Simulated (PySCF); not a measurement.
Input of a run (BHandHLYP/def2-SVP geometry optimisation, gas phase (PySCF 2.14.0)), started from GFN2-xTB:
```
{"job": {"xc": "BHandHLYP", "basis": "def2-SVP", "grid": 1, "kind": "geom"}, "charge": 1, "multiplicity": 1}
C      2.117102    -0.256527    -0.103325
N      0.684268    -0.072313    -0.041445
C     -0.110437    -1.149962    -0.018847
C     -1.482044    -1.024443     0.047491
C     -2.046548     0.244984     0.092157
C     -1.204629     1.349030     0.078297
C      0.160983     1.156597     0.010484
H      2.494489    -0.589328     0.865785
H      2.370001    -1.012394    -0.846376
H      2.612112     0.675538    -0.366791
H      0.369180    -2.117640    -0.054746
H     -2.098746    -1.908850     0.062441
H     -3.117020     0.370005     0.137533
H     -1.599427     2.351691     0.117475
H      0.846300     1.991602    -0.002044
```

Output (energies in Eh, forces in Eh/bohr):
```
step   0  E = -287.58130792  max force = 0.018671
step   1  E = -287.58196311  max force = 0.002630
step   2  E = -287.58198354  max force = 0.000866
step   3  E = -287.58198440  max force = 0.001197
step   4  E = -287.58199121  max force = 0.000338
optimisation converged
```

Question: Summarise the run.

Answer: The energy falls by 0.43 kcal/mol over 5 energy and gradient evaluations, the largest force component goes from 0.0187 to 3.4e-04 Eh/bohr, and the atoms move by 0.016 Å rms after alignment. The bond that changes most is C1–N2 (N-methyl carbon to pyridinium-type nitrogen), which lengthens by 0.025 Å. Bonds longer at the end by more than 0.005 Å: 2 of 15; shorter: 0. The energy never rose by more than 1e-6 Eh on the way. The first step brought 96 % of the lowering.

Question: What are the final bond lengths?

Answer: C1–N2 1.471 Å, N2–C3 1.343 Å, C3–C4 1.376 Å, C4–C5 1.390 Å, C5–C6 1.388 Å, C6–C7 1.378 Å, N2–C7 1.341 Å, C1–H8 1.091 Å, C1–H9 1.089 Å, C1–H10 1.087 Å, C3–H11 1.083 Å, C4–H12 1.083 Å, C5–H13 1.084 Å, C6–H14 1.083 Å, C7–H15 1.083 Å. Numbering counts from 1 in the input's order; the species is `C[N+]1=CC=CC=C1`.

The run used 138 basis functions and 33 SCF cycles in all. Time: 23 s of wall time; peak memory 0.54 GiB. Hardware: one thread of an Arm Neoverse V2, shared host with 32 logical CPUs at a one-minute load of 12.

BHandHLYP/def2-SVP frequencies: not computed here. Isolated species at its BHandHLYP/def2-SVP geometry, gas phase.
